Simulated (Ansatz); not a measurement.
CH$_{3}$AlClFSe, relaxed with RKS PBE0-D4/def2-TZVP in Ansatz 0.2.0 from a PBE-D4/def2-SVP geometry. The force threshold is 0.005 eV/Å; the program also tests the step.

The species carries charge 0 and has multiplicity 1. The bonds changed during the relaxation, so this is another structure than the one it started from.

Start:

```xyz
8

F    -1.422    2.030   -0.608
Al   -0.432    0.701   -0.893
C     0.733    0.092    0.580
Cl    0.935    1.097    2.029
Se   -0.843   -1.239    0.877
H    -0.310    0.108   -2.360
H     1.633   -0.536    0.442
H    -0.294   -2.253   -0.065
```

Problem. How much energy does the relaxation release, and in how many steps? (Estimate.)

Solution. Ansatz gave: 4.42 kJ/mol, in 7 steps.

Problem. Which bonds change most? (An estimate is asked.)

Solution. The calculation gave: C3–Se5 from 2.084 to 2.038 Å; F1–Al2 from 1.682 to 1.650 Å; Al2–Se5 from 2.658 to 2.636 Å; C3–H7 from 1.106 to 1.086 Å.

Problem. Give the relaxed structure. (Estimate.)

Solution. Computed: 
```xyz
8

F    -1.402    1.996   -0.588
Al   -0.429    0.699   -0.892
C     0.718    0.088    0.571
Cl    0.921    1.078    2.007
Se   -0.818   -1.217    0.877
H    -0.295    0.100   -2.340
H     1.606   -0.521    0.430
H    -0.301   -2.223   -0.065
```
